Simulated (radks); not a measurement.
The tantalum anion Ta- inside a hard spherical wall (all orbitals vanish at R), configuration held at [Xe] 4f14 5d4 6s2 and not refilled when levels cross. Method: scalar-relativistic Kohn-Sham, LDA (Slater exchange, Perdew-Wang correlation), spin-polarised, spherical densities, finite nucleus; open shells are filled with parallel spins first (spin-orbit coupling, left out, can overturn this in heavy ions); Fermi nuclear charge, rms radius 5.3507 fm; computed with a radial shooting solver on a logarithmic mesh with Libxc functionals. Eigenvalues in eV for spin up, with the zero of energy where the potential of the charges vanishes at infinity; a dash marks a level that is unbound or too diffuse for the functional's potential to be trusted. A positive occupied level is held by the wall or, in an anion where self-interaction has pushed it up, behind a barrier. The pressure on the wall is -dE/dV.

R (bohr)  E (hartree)  kinetic (hartree)    e(5p)    e(4f)   e(6s)   e(5d)  e(6p, empty)  e(7s, empty)  pressure (GPa)
20        -15593.1564          17122.276  -33.229  -17.968  -0.710   1.703         2.028         2.036        0.000414
15        -15593.1558          17122.277  -33.081  -17.818  -0.605   1.831         2.387         2.850         0.00298
12        -15593.1538          17122.285  -32.869  -17.604  -0.454   2.018         2.739         3.942          0.0215
8         -15593.1266          17122.416  -31.605  -16.319   0.477   3.124         4.357         9.034           0.790
5         -15592.7917          17123.695  -25.823  -10.199   5.976   8.349        12.521        31.725            33.0
3.5       -15591.3037          17128.684  -15.528    1.521  22.743  19.690        35.667        87.489             442
2         -15572.1714          17192.880   37.420   58.463  165.62  89.021        204.34        426.61           26200
